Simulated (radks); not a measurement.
The numbers below are computed, except where a source is named.
Ionisation of the bromine ion Br19+, [Ne] 3s2 3p4, to [Ne] 3s2 3p3 as the strength of local exchange is varied. Level of theory: Dirac Kohn-Sham, Slater X-alpha exchange (alpha = 2/3 is LDA exchange), no correlation, spin-unpolarised, spherical densities, finite nucleus; open shells fill j = l - 1/2 first; Fermi nuclear charge, rms radius 4.1629 fm (a radial shooting solver on a logarithmic mesh with Libxc functionals).

alpha  E(Br19+) (hartree)  exchange (hartree)  IE (eV)  -e of the level emptied (eV)  <r> of it (bohr)
0.667         -2395.82516           -62.81395   809.57                785.59 (3p3/2)            0.4736
0.703         -2399.21706           -66.26824   812.34                788.37 (3p3/2)            0.4728
0.738         -2402.51788           -69.63288   815.03                791.07 (3p3/2)            0.4721
0.807         -2409.03430           -76.28420   820.35                796.42 (3p3/2)            0.4706
0.975         -2424.95074           -92.57958   833.38                809.52 (3p3/2)            0.4671
1.022         -2429.41635           -97.16402   837.05                813.21 (3p3/2)            0.4661

NIST Atomic Spectra Database: 810 eV (semi-empirical). The Delta-SCF value meets it near alpha = 0.67. Spin polarisation and multiplet splitting are left out, so open shells lie too high by an amount that depends on their filling.

Beside tabulated values, note that spin-unpolarised runs miss the spin-polarisation part of the exchange energy of open shells.
